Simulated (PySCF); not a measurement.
Computed shifts of a molecule CH₆FNSi, PBE0/pcSseg-1 in PySCF, GIAO, gas phase, equivalent atoms averaged, in ppm (number of nuclei): ²⁹Si: -20.5 (1). ¹⁹F: -162.2 (1). ¹⁵N: 49.0 (1). ¹³C: 34.3 (1). ¹H: 4.93 (2), 3.07 (3), 1.41 (1). References: ²⁹Si against TMS (σ = 352.7 ppm); ¹⁹F against CFCl3 (σ = 167.2 ppm); ¹⁵N against NH3 (σ = 267.4 ppm); ¹³C against TMS (σ = 186.3 ppm); ¹H against TMS (σ = 31.56 ppm), references at their B3LYP-D3(BJ)/def2-TZVP geometries, non-relativistic. The structure is a stationary point at PBE0-D3(BJ)/def2-SVP. Other conformers were not sampled.

Problem. Pick the molecule that these values belong to.
(A) N[SiH2]CF
(B) NC[SiH2]F
(C) C[Si@H](N)F
(D) CN[SiH2]F

Solution. D, CN[SiH2]F
